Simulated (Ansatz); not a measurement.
Start from `Cl[SiH2]Br` and change one atom or group to get `Br[SiH2]Br`.

Ansatz, PBE0-D4/def2-TZVP geometries, multiplicity 1. 

Scalar relativity is left out up to krypton.

```json
{"property": "HOMO energy (B3LYP/def2-TZVPP) / eV", "`Cl[SiH2]Br`": "-8.45"}
{"property": "zero-point energy (PBE0-D4/def2-TZVP) / kJ/mol", "`Cl[SiH2]Br`": "52.4"}
{"property": "LUMO energy (PBE/def2-TZVPP) / eV", "`Cl[SiH2]Br`": "-1.24"}
{"property": "HOMO–LUMO gap (PBE0/def2-TZVPP) / eV", "`Cl[SiH2]Br`": "8.38"}
{"property": "LUMO energy (B3LYP/def2-TZVPP) / eV", "`Cl[SiH2]Br`": "-0.55"}
{"property": "size of the dipole moment (B3LYP/def2-TZVPP) / D", "`Cl[SiH2]Br`": "1.11"}
```

Task: What does the change do to each property? (Best estimate.)

Result: Computed: 
```csv
property,`Br[SiH2]Br`,shift
HOMO energy (B3LYP/def2-TZVPP) / eV,-8.37,0.08
zero-point energy (PBE0-D4/def2-TZVP) / kJ/mol,51.1,-1.3
LUMO energy (PBE/def2-TZVPP) / eV,-1.50,-0.26
HOMO–LUMO gap (PBE0/def2-TZVPP) / eV,8.02,-0.36
LUMO energy (B3LYP/def2-TZVPP) / eV,-0.84,-0.29
size of the dipole moment (B3LYP/def2-TZVPP) / D,1.07,-0.04
```

With PBE0 the HOMO rises by 0.08 eV and the LUMO falls by 0.28 eV, so the gap narrows by about 0.36 eV. PBE moves the HOMO by 0.07 eV and ωB97M-V by 0.08 eV. Dipoles are sizes alone; their direction can turn.

B3LYP here is the variant with VWN-RPA as its local correlation; programs differ in this.

Spin–orbit coupling is left out; it splits and shifts lone-pair levels of the heavy atoms by tenths of an eV.
